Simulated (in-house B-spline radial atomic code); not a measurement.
## Cr4+: [Ar] 3d2

Level of theory: Dirac-Kohn-Sham RPBE, spherical fractional occupations, Fermi nucleus of rms radius 3.6452 fm; calculated with an all-electron radial atomic-structure program (B-spline basis).

Z_r = [3n² - l(l+1)]/(2<r>); Z_e = n√(-2ε); the last column is Slater's effective charge. Values are occupation-weighted means over j.

| shell | electrons | ε (eV) | <r> (bohr) | Z_r | Z_e | Slater |
| --- | --- | --- | --- | --- | --- | --- |
| 1s | 2 | -5941.9 | 0.06354 | 23.61 | 20.90 | 23.70 |
| 2s | 2 | -730.17 | 0.2928 | 20.49 | 14.65 | 19.85 |
| 2p | 6 | -623.36 | 0.2598 | 19.25 | 13.54 | 19.85 |
| 3s | 2 | -132.85 | 0.875 | 15.43 | 9.37 | 12.75 |
| 3p | 6 | -103.46 | 0.9168 | 13.63 | 8.27 | 12.75 |
| 3d | 2 | -57.923 | 1.022 | 10.27 | 6.19 | 5.65 |

The least bound orbital is 3d5/2 at -57.87 eV, and it is also the most diffuse (<r> = 1.023 bohr).

Spin-orbit splittings of the orbital energies (j = l + 1/2 above j = l - 1/2 when positive): 2p 8.637 eV, 3p 1.117 eV, 3d 0.1261 eV.

For the 1s electron the small component carries 0.743 % of the norm, the zero-frequency Breit interaction raises the level by 6.488 eV, self-energy by 3.137 eV, and vacuum polarisation lowers it by 0.2556 eV.
